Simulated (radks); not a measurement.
The numbers below are computed, except where a source is named.
Neutral titanium inside a hard spherical wall (all orbitals vanish at R), configuration held at [Ar] 3d2 4s2 and not refilled when levels cross. Level of theory: non-relativistic Kohn-Sham, LDA (Slater exchange, VWN5 correlation), spin-polarised, spherical densities, point nucleus; open shells are filled with parallel spins first (a radial shooting solver on a logarithmic mesh with Libxc functionals). Eigenvalues in eV for spin up, with the zero of energy where the potential of the charges vanishes at infinity; a dash marks a level that is unbound or too diffuse for the functional's potential to be trusted. A positive occupied level is held by the wall or, in an anion where self-interaction has pushed it up, behind a barrier. The pressure on the wall is -dE/dV.

[
 {"R (bohr)": "free", "E (hartree)": "-847.30346", "kinetic (hartree)": "846.081", "e(3s)": "-62.053", "e(3p)": "-39.326", "e(3d)": "-5.171", "e(4s)": "-4.756", "e(4p, empty)": "-1.650", "e(5s, empty)": "-0.073", "pressure (GPa)": "0"},
 {"R (bohr)": "20", "E (hartree)": "-847.30346", "kinetic (hartree)": "846.081", "e(3s)": "-62.053", "e(3p)": "-39.326", "e(3d)": "-5.171", "e(4s)": "-4.756", "e(4p, empty)": "-1.650", "e(5s, empty)": "0.028", "pressure (GPa)": "< 0.0001"},
 {"R (bohr)": "15", "E (hartree)": "-847.30346", "kinetic (hartree)": "846.081", "e(3s)": "-62.052", "e(3p)": "-39.325", "e(3d)": "-5.171", "e(4s)": "-4.755", "e(4p, empty)": "-1.646", "e(5s, empty)": "0.287", "pressure (GPa)": "< 0.0001"},
 {"R (bohr)": "12", "E (hartree)": "-847.30336", "kinetic (hartree)": "846.082", "e(3s)": "-62.041", "e(3p)": "-39.314", "e(3d)": "-5.160", "e(4s)": "-4.747", "e(4p, empty)": "-1.616", "e(5s, empty)": "0.856", "pressure (GPa)": "0.00185"},
 {"R (bohr)": "8", "E (hartree)": "-847.29568", "kinetic (hartree)": "846.137", "e(3s)": "-61.660", "e(3p)": "-38.935", "e(3d)": "-4.804", "e(4s)": "-4.429", "e(4p, empty)": "-1.012", "e(5s, empty)": "4.655", "pressure (GPa)": "0.299"},
 {"R (bohr)": "6", "E (hartree)": "-847.24060", "kinetic (hartree)": "846.408", "e(3s)": "-60.288", "e(3p)": "-37.578", "e(3d)": "-3.539", "e(4s)": "-3.042", "e(4p, empty)": "1.102", "e(5s, empty)": "13.231", "pressure (GPa)": "4.28"},
 {"R (bohr)": "4", "E (hartree)": "-846.74147", "kinetic (hartree)": "848.163", "e(3s)": "-54.853", "e(3p)": "-32.271", "e(3d)": "1.714", "e(4s)": "5.480", "e(4p, empty)": "12.248", "e(5s, empty)": "48.708", "pressure (GPa)": "97.5"},
 {"R (bohr)": "3.5", "E (hartree)": "-846.26346", "kinetic (hartree)": "849.688", "e(3s)": "-51.689", "e(3p)": "-29.186", "e(3d)": "5.067", "e(4s)": "12.491", "e(4p, empty)": "20.730", "e(5s, empty)": "72.587", "pressure (GPa)": "255"},
 {"R (bohr)": "2.5", "E (hartree)": "-842.84000", "kinetic (hartree)": "860.343", "e(3s)": "-37.485", "e(3p)": "-14.757", "e(3d)": "21.857", "e(4s)": "55.062", "e(4p, empty)": "67.872", "e(5s, empty)": "190.30", "pressure (GPa)": "2820"}
]
